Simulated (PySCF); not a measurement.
Al(F)2(SH) (AlF₂HS), SMILES [F][Al]([F])[SH].

Geometry optimised at B3LYP-D3(BJ)/def2-SVP. One conformer was computed; it need not be the lowest.

Calculation: HF/def2-TZVPD (PySCF).

Symmetry labels are those of the subgroup Cs that the program uses (full group Cs).

Computed valence orbital energies around the gap with their symmetry:
| orbital | symmetry | energy (eV) |
|---|---|---|
| HOMO−7 | A' | -18.40 |
| HOMO−6 | A' | -17.81 |
| HOMO−5 | A" | -17.65 |
| HOMO−4 | A" | -17.33 |
| HOMO−3 | A' | -17.22 |
| HOMO−2 | A' | -15.37 |
| HOMO−1 | A' | -12.88 |
| HOMO | A" | -11.17 |
| LUMO | A' | 0.67 |
| LUMO+1 | A' | 1.66 |
| LUMO+2 | A" | 1.72 |
| LUMO+3 | A' | 1.77 |
